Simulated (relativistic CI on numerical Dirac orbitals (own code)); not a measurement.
**Cr⁺: L2,3 absorption edge**

Computed with this model: Dirac-Coulomb-Breit CI, separate exchange-only KLI orbitals for each configuration, model QED, valence Slater integrals scaled by 0.9, multiplet model of core-to-valence dipole absorption; configurations [Ar] 3d5 → [He] 2s2 2p5 3s2 3p6 3d6; 80 K; Lorentzian 0.4 eV and Gaussian 0.3 eV FWHM. Energies are those of the free ion, without screening or charge transfer. The branching ratio is the share of the lower-energy edge in the whole absorption, uncertain by about 0.02 where the edges overlap. S is read from ⟨S²⟩ = S(S + 1).

Field parameters in Wybourne normalisation: Oh B⁴₀ = 21Dq, B⁴₄ = √(5/14) B⁴₀. The field is a parameter set, without covalency.

Peaks in eV (height, largest 100): 574.5 (41), 576.3 (100), 577.4 (26), 579.2 (8), 583.7 (14), 585.6 (19), 586.7 (14).

(1) Which surroundings give this spectrum?
A. Oh, 10Dq = 5350 cm⁻¹
B. Oh, 10Dq = 14300 cm⁻¹
C. Oh, 10Dq = 8350 cm⁻¹
D. Oh, 10Dq = 17300 cm⁻¹

## Answers

(1) B. Oh, 10Dq = 14300 cm⁻¹, where the ground state has S = 2.50.
